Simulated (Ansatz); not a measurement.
`C=C[SiH2][SiH2]S` + `[AlH2][SH]` → `C=C[SiH2][S][AlH2]` + `[SiH3]S`  (cleavage of the Si–Si bond)

Calculated with Ansatz (gas phase, PBE0-D4/def2-TZVP geometries, no zero-point term in ΔE). CCSD(T)/CBS is the MP2 limit (def2-TZVPP, def2-QZVPP) plus CCSD(T) − MP2 in def2-TZVPP, frozen cores. This one scheme is used for every species. DFT in def2-TZVPP. Each species was taken in one conformer, which may not be the lowest.

```csv
species,ωB97M-V energy (Eh)
`C=C[SiH2][SiH2]S`,-1058.14693
`[AlH2][SH]`,-642.42205
`C=C[SiH2][S][AlH2]`,-1010.52331
`[SiH3]S`,-690.07088
```

Work out ΔE.

ΔE = (-1010.52331) + (-690.07088) − (-1058.14693) − (-642.42205) = -0.02521 Eh = -66.2 kJ/mol. CCSD(T)/CBS gives -63.2 kJ/mol.

Largest T1 diagnostic among the species: 0.012.

From PBE to PBE0 (25 % exact exchange), in def2-TZVPP and without D4, ΔE moves by −5.9 kJ/mol.
